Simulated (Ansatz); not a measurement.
CH6FInOSi (`O[CH2][In]([F])[SiH3]`). Total charge 0; spin multiplicity 1. In: def2 effective core potential. All single points use the PBE0-D4/def2-TZVP geometry. It is one conformer, not always the lowest.

```xyz
11

O     1.655   -1.433    1.489
C     0.279   -1.164    1.662
In   -0.675   -0.024    0.062
F    -2.626   -0.123    0.369
Si   -0.214    1.343   -2.064
H     2.154   -0.632    1.657
H     0.060   -0.686    2.624
H    -0.236   -2.127    1.668
H    -0.763    0.621   -3.243
H    -0.877    2.670   -1.954
H     1.243    1.554   -2.272
```

Problem. What is the dipole moment at PBE/def2-TZVPP? (Best estimate.)

Solution. Computed: 3.19 D, with components (2.98, 1.08, 0.37) D in this frame, pointing from negative to positive charge.

Problem. And with r2SCAN, B3LYP, ωB97M-V? (An estimate is asked.)

Solution. Ansatz gave: r2SCAN 3.25 D, B3LYP 3.28 D, ωB97M-V 3.24 D.

Problem. Give the Mulliken charges with PBE, B3LYP, r2SCAN in def2-TZVPP. (Best estimate.)

Solution. Computed: 
```json
{"atom": "O1", "PBE": "-0.29", "B3LYP": "-0.32", "r2SCAN": "-0.34"}
{"atom": "C2", "PBE": "-0.22", "B3LYP": "-0.22", "r2SCAN": "-0.14"}
{"atom": "In3", "PBE": "0.66", "B3LYP": "0.72", "r2SCAN": "0.70"}
{"atom": "F4", "PBE": "-0.47", "B3LYP": "-0.52", "r2SCAN": "-0.51"}
{"atom": "Si5", "PBE": "-0.03", "B3LYP": "0.05", "r2SCAN": "0.07"}
{"atom": "H6", "PBE": "0.19", "B3LYP": "0.19", "r2SCAN": "0.20"}
{"atom": "H7", "PBE": "0.11", "B3LYP": "0.11", "r2SCAN": "0.09"}
{"atom": "H8", "PBE": "0.12", "B3LYP": "0.12", "r2SCAN": "0.09"}
{"atom": "H9", "PBE": "-0.03", "B3LYP": "-0.04", "r2SCAN": "-0.05"}
{"atom": "H10", "PBE": "-0.03", "B3LYP": "-0.04", "r2SCAN": "-0.05"}
{"atom": "H11", "PBE": "-0.03", "B3LYP": "-0.05", "r2SCAN": "-0.06"}
```

B3LYP here is the variant with VWN-RPA as its local correlation; programs differ in this.
